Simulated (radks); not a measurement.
Task: Ce27+, configuration [Ar] 3d10 4s2 4p1. Calculated with a radial shooting solver on a logarithmic mesh with Libxc functionals: scalar-relativistic Kohn-Sham, r2SCAN, spin-polarised, spherical densities, finite nucleus; open shells are filled with parallel spins first (spin-orbit coupling, left out, can overturn this in heavy ions); meta-GGA in the generalised Kohn-Sham scheme; Fermi nuclear charge, rms radius 4.8771 fm. Some entries of the table are withheld. Estimate them.

orbital  occ.  eigenvalue (eV)  <1/r> (bohr^-1)  r(max) (bohr)
1s up       1        -41244.31            63.34        0.01574
1s down     1        -41243.34            63.34        0.01574
2s up       1        -7367.947            14.64        0.08894
2s down     1        -7367.731            14.64        0.08894
2p up       3        -6692.290            13.85        0.07160
2p down     3        -6691.624            13.85        0.07161
3s up       1        -2242.441            5.396         0.2524
3s down     1        -2241.863            5.395         0.2524
3p up       3              (1)            5.114         0.2466
3p down     3              (2)            5.114         0.2467
3d up       5        -1723.308              (3)         0.2024
3d down     5        -1722.443              (4)         0.2024
4s up       1        -1012.488            2.525         0.5552
4s down     1        -1006.150            2.528         0.5550
4p up       1        -931.8287            2.404         0.5683
4p down     0        -925.6217            2.406         0.5682

Result: 
(1) 3p up eigenvalue (eV): -2025.452
(2) 3p down eigenvalue (eV): -2024.657
(3) 3d up <1/r> (bohr^-1): 4.857
(4) 3d down <1/r> (bohr^-1): 4.858
